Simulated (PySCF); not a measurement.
NICS in isomers of C7H5NO.

Definitions: NICS(0) = −σiso at the ring centroid; NICS(1) = −σiso and NICS(1)zz = −σzz at ±1 Å along the ring normal z. Level: GIAO B97-2/pcSseg-2 (PySCF, non-relativistic, gas phase) on the PBE0-D3(BJ)/def2-TZVP geometries, one conformer each. Atom numbers follow the mapped SMILES.

Task: Order these rings by mean NICS(1)zz, lowest (most negative) first (ppm).
A. ring C3–C4–C5–C6–C7–C8 in `[N:1]#[C:2][c:3]1[cH:4][cH:5][cH:6][cH:7][c:8]1[OH:9]`
B. ring C4–C5–C6–C7–C8–C9 in `[N:1]#[C:2][O:3][c:4]1[cH:5][cH:6][cH:7][cH:8][cH:9]1`
C. ring C3–C4–C5–C6–C7–C9 in `[N:1]#[C:2][c:3]1[cH:4][cH:5][cH:6][c:7]([OH:8])[cH:9]1`

Result: B (-28.8), C (-25.9), A (-24.8).

```tsv
SMILES	ring	NICS(0)	NICS(1)	NICS(1)zz	HOMA	rms pucker (Å)	ring atoms with four or more neighbours
N#COc1ccccc1	6-membered carbocycle; formal bonds all aromatic	-10.1	-10.2	-28.8	0.99	0.00	0
N#Cc1cccc(O)c1	6-membered carbocycle; formal bonds all aromatic	-9.6	-9.6	-25.9	1.00	0.00	0
N#Cc1ccccc1O	6-membered carbocycle; formal bonds all aromatic	-9.0	-9.2	-24.8	0.98	0.00	0
```

NICS(0) gives the same order. The isotropic NICS(1) gives the same order. HOMA uses Krygowski's 1993 parameters. NICS(1) and NICS(1)zz are means over the two faces.
